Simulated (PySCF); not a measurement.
Precursor series metal swap MX4 OH. Isolated molecules, 0 K electronic values unless said otherwise. One relaxed conformer stands for each flexible species; it need not be the lowest. In the def2 sets, heavy atoms carry core potentials. All members: neutral, multiplicity 1. Level: TPSSh-D3(BJ)/def2-TZVP // BP86-D3(BJ)/def2-SVP (PySCF), beside PBE-D3(BJ)/def2-TZVP // BP86-D3(BJ)/def2-SVP (PySCF) at the same geometries. 

```csv
species,"HOMO–LUMO gap, PBE (eV)","HOMO–LUMO gap, TPSSh-D3(BJ) (eV)"
[Cr(=O)2(OH)2],2.70,3.72
[Mo(=O)(OH)4],3.02,4.03
[W(=O)(OH)4],3.78,4.86
[V(=O)(OH)3],4.19,5.29
[Ti(OH)4],5.08,withheld
[Nb(=O)(OH)3],5.81,6.98
[Hf(OH)4],6.09,7.32
[Ta(=O)(OH)3],6.51,7.64
```

Task: Fit y = a + b·x, y being the HOMO–LUMO gap at the first level, to the 7 complete rows by least squares, with x = the PBE value in eV. Give a, b and the rms residual, and predict the withheld value.

Result: Means of the 7 rows: x̄ = 4.5857, ȳ = 5.6914 eV. Σ(x − x̄)² = 14.278 and Σ(x − x̄)(y − ȳ) = 14.925, so b = 1.045 and a = ȳ − b·x̄ = 0.899 eV. The rms residual is 0.034 eV. At x = 5.08 the line gives 6.21 eV. The run for [Ti(OH)4] gave 6.26 eV, so the line is off by 0.05 eV, within twice the rms residual.

Codes: PySCF.
